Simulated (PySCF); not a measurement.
Spectrum to structure. The calculation used TDDFT PBE0/def2-SVPD, vertical, gas phase, core orbitals frozen in the response in PySCF. Geometries: GFN2-xTB, one conformer each.

```tsv
state	E (eV)	f	main configurations (H = HOMO, L = LUMO)
S1	6.91	0.014	H→L (66%), H→L+1 (26%)
S2	7.18	0.0075	H→L+1 (65%), H→L (28%)
S3	7.38	0.0071	H→L+3 (43%), H→L+2 (40%)
S4	7.54	0.0084	H→L+2 (49%), H→L+3 (27%), H→L+4 (15%)
S5	7.70	0.012	H→L+4 (50%), H→L+5 (20%), H→L+3 (19%)
S6	7.88	0.014	H-1→L (47%), H→L+5 (18%), H-1→L+1 (13%)
S7	7.93	0.017	H→L+5 (47%), H-1→L (20%), H→L+6 (12%)
S8	7.98	0.0020	H-2→L (52%), H-1→L+1 (15%), H→L+6 (13%)
```

**Question.** Which candidate is it? All have the formula C5H12OSi.
A. `CO[C@@H]1[C@H](C)[C@H]1[SiH3]`
B. `C[SiH2]COC1CC1`
C. `C[C@@H]([SiH3])[C@@H](C)C=O`

**Answer.** B. Its S1, at 6.91 eV, is the highest among the candidates; the nearest of the others has S1 at 6.64 eV. S1 is HOMO→LUMO (66%), HOMO→LUMO+1 (26%). Löwdin shares by element: HOMO oxygen 44%, carbon 38% or more (atoms not listed hold the other 18%); LUMO silicon 20%, carbon 18% or more, hydrogen 15% or more (atoms not listed hold the other 48%). At the same level the other candidates give, for their lowest levels:
- `CO[C@@H]1[C@H](C)[C@H]1[SiH3]`: 6.64 eV (f 0.007); 7.20 eV (f 0.022); 7.21 eV (f 0.004); 7.28 eV (f 0.011); 7.44 eV (f 0.030); T1 6.51 eV; HOMO -7.21, LUMO 0.52 eV
- `C[C@@H]([SiH3])[C@@H](C)C=O`: 4.31 eV (f 0.000); 6.15 eV (f 0.004); 6.97 eV (f 0.005); 7.21 eV (f 0.004); 7.34 eV (f 0.002); T1 3.68 eV; HOMO -7.52, LUMO -0.90 eV

The values belong to the conformer `[CH3:1][SiH2:2][CH2:3][O:4][CH:5]1[CH2:6][CH2:7]1`: C1–Si2–C3–O4 -64°, Si2–C3–O4–C5 178°, C3–O4–C5–C6 -84°.
Triplets come from the Tamm–Dancoff approximation.

Without π bonds the low states are Rydberg-like; a valence basis with one diffuse set may place them up to an eV too high.
